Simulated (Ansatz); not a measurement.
`C#[C][AlH][OH]` + H–F → `C#[C][AlH][F]` + H₂O at 600 K and 1 bar (ligand exchange at the Al–O bond).

Isolated molecules relaxed with PBE0-D4/def2-TZVP in Ansatz; ΔE leaves out vibrations. CBS: MP2 limit from def2 TZ/QZ plus the TZ coupled-cluster correction, frozen cores. This one scheme is used for every species. Each species was taken in one conformer, which may not be the lowest.

```
         species  CCSD(T)/CBS energy (Eh)  H − E (kJ/mol)  S (J/(mol·K))
`C#[C][AlH][OH]`               -395.10198           152.4          381.1
             H–F               -100.39570            42.3          194.0
 `C#[C][AlH][F]`               -419.13611           117.5          366.0
             H₂O                -76.37941            76.8          212.8
```

H − E and S are ideal-gas, rigid-rotor, harmonic terms from PBE0-D4/def2-TZVP, for one conformer and one mirror image of each species. 1 Eh = 2625.50 kJ/mol, R = 8.31446 J/(mol·K).

By hand: ΔE, ΔH, ΔS and ΔG.

ΔE = (-419.13611) + (-76.37941) − (-395.10198) − (-100.39570) = -0.01784 Eh = -46.8 kJ/mol. Δ(H − E) = 117.5 + 76.8 − 152.4 − 42.3 = -0.4, so ΔH = -47.2 kJ/mol. ΔS = 366.0 + 212.8 − 381.1 − 194.0 = 3.7 J/(mol·K). ΔG = -47.2 − 600 × (3.7)/1000 = -49.4 kJ/mol.

By hand: the equilibrium constant, and the temperature at which ΔG would vanish if ΔH and ΔS stayed fixed.

log₁₀ K = −ΔG/(RT ln 10) = 4.3. ΔH and −TΔS have one sign here, so there is no such temperature.

The number of gas molecules stays the same, so ΔS is small and ΔH decides. A doubt of 5 kJ/mol in ΔE shifts log₁₀ K by 0.4 here. Other conformers and mirror images would add mixing entropy, several J/(mol·K) or more a flexible species. These are equilibria of isolated gas molecules and say nothing of rates. Largest T1 diagnostic: 0.014 (customary marks: 0.02 for closed shells, 0.045 for open ones).

ΔS is within the doubt of such terms, so its sign, and with it that verdict, could turn.
